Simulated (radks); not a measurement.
Effect of the nuclear size on the cerium ion Ce3+, [Xe] 4f1. Method: Dirac Kohn-Sham, relativistic LDA (MacDonald-Vosko exchange, VWN5 correlation), spin-unpolarised, spherical densities, finite nucleus; open shells fill j = l - 1/2 first; Fermi nuclear charge, rms radius 4.8771 fm; computed with a radial shooting solver on a logarithmic mesh with Libxc functionals. The rms radius is varied about that value; shifts are against it.

| rms radius (fm) | total energy shift (eV) | density at nucleus (e/bohr^3) | 1s1/2 shift (meV) | 2s1/2 shift (meV) | 4p1/2 shift (meV) | 5s1/2 shift (meV) | 5p1/2 shift (meV) | 4f5/2 shift (meV) | 6s1/2 (empty) shift (meV) |
|---|---|---|---|---|---|---|---|---|---|
| 4.1211 | -2.97 | 3.917e+05 | -1230 | -150 | 0.406 | -1.22 | 0.103 | 0.248 | -0.266 |
| 4.4772 | -1.62 | 3.85e+05 | -669 | -81.8 | 0.222 | -0.665 | 0.056 | 0.135 | -0.145 |
| 4.8771 | 0 | 3.782e+05 | 0.000 | 0.000 | 0.000 | 0.000 | 0.000 | 0.000 | 0.000 |
| 5.2234 | 1.49 | 3.729e+05 | 616 | 75.3 | -0.204 | 0.612 | -0.052 | -0.124 | 0.133 |
| 5.9501 | 4.88 | 3.629e+05 | 2020 | 247 | -0.667 | 2.00 | -0.169 | -0.407 | 0.437 |

Slopes of the eigenvalues against <r^2> in GHz/fm^2, as finite differences over the two radii next to the reference (eigenvalue slopes, not the field-shift constants of lines): 1s1/2 42900, 2s1/2 5250, 4p1/2 -14.2, 5s1/2 42.6, 5p1/2 -3.59, 4f5/2 -8.67, 6s1/2 (empty) 9.30.
